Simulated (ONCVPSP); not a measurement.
PBEsol ONCV dataset for phosphorus, scalar-relativistic all-electron reference.

- Element: P (Z = 15)
- Generator: ONCVPSP 4.0.1
- Type: optimised norm-conserving Vanderbilt (ONCV)
- Functional: PBEsol
- Relativity: scalar-relativistic
- Frozen core: [He]
- Valence charge: 13
- Reference configuration: 2s2 2p6 3s2 3p3
- Partial waves: 2s+3s: rc 0.85 bohr, ncon 4, nbas 7, qcut 13.7 1/bohr, 2 projectors; 2p+3p: rc 0.95 bohr, ncon 5, nbas 8, qcut 14.7 1/bohr, 3 projectors, debl 1.1 Ha; d scattering state at 0.3 Ha: rc 0.85 bohr, ncon 3, nbas 7, qcut 12.4 1/bohr, 3 projectors, debl 0.7 Ha
- Local potential: polynomial inside 0.80 bohr (lpopt 5, dvloc0 0 Ha)
- Core correction: none

- Cutoffs needed: 98 Ha and 131 Ha (the cutoffs (Ha) at which the residual kinetic energy of the hardest occupied pseudo-wave falls to 1 and 0.1 mHa per electron)
- Ghost test: no bound ghost flagged; GHOST(+) flagged for d at 64.9 eV
- Largest excitation error: +9.7 meV (all-electron minus pseudo) for 2s2 2p6 3s2 3p0, out of 4 test configurations
